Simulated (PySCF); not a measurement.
**Steps of a relaxation of Tb(OH)3**

Tb(OH)3 (singlet in the valence; each metal's 4f electrons, 8 of them, lie in its core potential, out of spins and levels). PySCF 2.14.0, RKS PBE0, Tb lcecp-1-SVP with ECP54, O def2-SVP, H def2-SVP; non-relativistic Hamiltonian with scalar-relativistic core potentials where named; density fitting; no spin-orbit coupling. Origin of the start: template. Columns: position (Å) and force (eV/Å). Energies are counted from the last step; some of the 17 steps are shown. Forces carry noise of the integration grid, about 0.01 to 0.03 eV/Å.

Run from Python with OMP_NUM_THREADS=2. Where DIIS fails, smearing, a level shift and second-order steps follow.
It took 49 s on 2 threads of Arm Neoverse V2 (shared host), from the converged density of the start.

```xyz
7
step 0  E = 0.441 eV
Tb    0.0000    0.0000   -0.0050    -0.01    0.00   -0.41
O     2.1648    0.0000   -0.0050    -1.45    0.00    0.47
H     3.0648    0.0000    0.3450    -0.42    0.00   -0.33
O    -1.0824    1.8748   -0.0050     0.73   -1.25    0.47
H    -1.5324    2.6542    0.3450     0.21   -0.36   -0.33
O    -1.0824   -1.8748   -0.0050     0.73    1.25    0.47
H    -1.5324   -2.6542    0.3450     0.21    0.36   -0.33
```

```xyz
7
step 5  E = 0.015 eV
Tb    0.0000    0.0000   -0.2198     0.01    0.00   -0.05
O     2.0324    0.0000    0.0665     0.18    0.00    0.09
H     2.9487    0.0000    0.3451    -0.09    0.00   -0.07
O    -1.0162    1.7601    0.0665    -0.09    0.16    0.09
H    -1.4744    2.5537    0.3451     0.05   -0.08   -0.07
O    -1.0162   -1.7601    0.0665    -0.09   -0.16    0.09
H    -1.4744   -2.5537    0.3451     0.05    0.08   -0.07
```

```xyz
7
step 11  E = 0.001 eV
Tb    0.0000    0.0000    0.0211     0.00    0.00    0.01
O     2.0575    0.0000    0.1215     0.02    0.00    0.01
H     3.0100    0.0000    0.2097    -0.06    0.00   -0.01
O    -1.0287    1.7819    0.1215    -0.01    0.02    0.01
H    -1.5050    2.6068    0.2097     0.03   -0.05   -0.01
O    -1.0288   -1.7818    0.1215    -0.01   -0.02    0.01
H    -1.5050   -2.6067    0.2097     0.03    0.05   -0.01
```

Problem. Where does the relaxation end?

Solution. It converges at step 16 in nearly D3h:
```xyz
7
step 16  E = 0
Tb    0.0000    0.0000    0.1298
O     2.0589    0.0000    0.1424
H     3.0144    0.0000    0.1526
O    -1.0294    1.7830    0.1424
H    -1.5072    2.6106    0.1526
O    -1.0294   -1.7830    0.1424
H    -1.5072   -2.6106    0.1526
```

Problem. How did the contacts change?

Solution. 
```
    contact  start (Å)  end (Å)
Tb1–O2 (OH)      2.165    2.059
Tb1–O4 (OH)      2.165    2.059
Tb1–O6 (OH)      2.165    2.059
```


An lcecp potential fixes the number of 4f electrons, so in runs with it no electron can move into or out of that shell.
